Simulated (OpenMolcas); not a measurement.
3s2 3p along the 13-electron sequence

| Item | Value |
| --- | --- |
| Program | OpenMolcas |
| Method | CASSCF |
| Basis | ANO-RCC-VTZP |
| Scalar Hamiltonian | DKH2, point nucleus |
| Spin-orbit coupling | state interaction with AMFI integrals over the reference wave functions, term energies averaged over their components |

Active space for each ion: 3 electrons in 8 orbitals (3s 3p 4s 4p).

Computed levels in cm-1 above 2P* 1/2:

| Level | Al | Si+ | P2+ | S3+ | Cl4+ | Ar5+ |
| --- | --- | --- | --- | --- | --- | --- |
| 2P* 3/2 | 84.2 | 257 | 487 | 835 | 1355 | 2034 |
| weight of 2P* in the lowest level (%) | 100 | 100 | 100 | 100 | 100 | 100 |

Measured, with the error of the calculation in %. Measured levels: Al, Si+ from NIST Handbook of Basic Atomic Spectroscopic Data; P2+ from Martin, Zalubas and Musgrove, J. Phys. Chem. Ref. Data 14, 751 (1985); S3+ from NIST levels in Podobedova, Kelleher and Wiese, J. Phys. Chem. Ref. Data 38, 171 (2009); Ar5+ from Saloman, J. Phys. Chem. Ref. Data 39, 033101 (2010).

| Level | Al | Si+ | P2+ | S3+ | Ar5+ |
| --- | --- | --- | --- | --- | --- |
| 2P* 3/2 | 112 (-24.9) | 287 (-10.4) | 559 (-12.9) | 951 (-12.2) | 2208 (-7.9) |

The fine-structure level 2P* 3/2 changes by a factor of 24.2 from Al to Ar5+. Its fourth root runs 3.03, 4.00, 4.70, 5.38, 6.07, 6.72, with steps per unit of Z of 0.97, 0.69, 0.68, 0.69, 0.65; equal steps would mean a (Z - σ)^4 law with constant σ.

Without dynamic correlation excited terms often stand tens of per cent too high (terms of higher spin than the ground term too low), and those without a measured partner can miss by more than the paired ones (holds for Al; Si+). Active for correlation alone: 4p 4s; no level in the range computed is led by a configuration that fills them, so any true level of that kind is missing (holds for Al; S3+; Cl4+; Ar5+). The run also gave levels led by 3s 3p 4s, 3s2 4p, which use shells meant for correlation; these and all levels above them are left out (holds for Si+). The run also gave levels led by 3s2 4p, which use shells meant for correlation; these and all levels above them are left out (holds for P2+). Measured partners are found by configuration, term and J. A level has none where our copy of the source lacks it or the pairing is in doubt (some pairs that miss far off the trend of their configuration count as doubtful), and it then counts in no deviation. Levels of configurations outside the active space are missing.

* marks odd parity.
